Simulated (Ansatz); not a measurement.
H5OSSi2, SMILES `O[SiH2]S[SiH2]` radical. The species carries charge 0 and has multiplicity 2.

```csv
atom,x (Å),y (Å),z (Å)
O1,1.467,-0.728,1.216
Si2,1.281,0.062,-0.207
S3,-0.310,-0.734,-1.402
Si4,-1.875,0.448,-0.571
H5,0.718,-0.759,1.814
H6,0.995,1.504,0.008
H7,2.536,-0.151,-0.953
H8,-1.656,0.637,0.896
H9,-3.155,-0.278,-0.801
```

Q: List the harmonic frequencies (cm⁻¹, unscaled) at PBE0-D4/def2-TZVP in Ansatz. (Best estimate.)

A: The calculation gave: 39, 127, 133, 196, 281, 490, 514, 580, 654, 679, 743, 837, 886, 907, 920, 952, 2154, 2207, 2219, 2279, 3916.

Q: Is this a minimum?

A: Yes, all 21 modes are real.

Q: Give the ideal-gas thermochemistry at 298.15 K and 1 bar (rigid rotor, harmonic oscillator; point group C1, symmetry number 1).

A: Zero-point energy 129.9 kJ/mol; H(298) − E = 151.5 kJ/mol; entropy 363.5 J/(mol·K), of which translation 167.4, rotation 113.6, vibration 76.7, electronic 5.8; G(298) − E = 43.1 kJ/mol. Modes under 100 cm⁻¹ are hindered rotations or soft bends, so the harmonic entropy is rough.

Q: Rotational constants (cm⁻¹)?

A: 0.2029, 0.06598, 0.05696.
